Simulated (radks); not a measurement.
Problem. Neutral thulium: order these configurations by energy. All-electron calculation, scalar-relativistic Kohn-Sham, PBEsol, spin-polarised, spherical densities, finite nucleus; Fermi nuclear charge, rms radius of each element as measured or else 0.836 A^(1/3) + 0.57 fm. Program: a radial shooting solver on a logarithmic mesh with Libxc functionals. Open shells are filled with parallel spins first. [Xe] 4f12 5d1 6s2; [Xe] 4f12 6s2 6p1; [Xe] 4f13 5d1 6s1; [Xe] 4f13 6s1 6p1; [Xe] 4f13 6s2.

Solution. From the lowest, in eV above it: [Xe] 4f13 6s2 0.000; [Xe] 4f13 6s1 6p1 2.316; [Xe] 4f13 5d1 6s1 2.534; [Xe] 4f12 5d1 6s2 4.141; [Xe] 4f12 6s2 6p1 5.431.
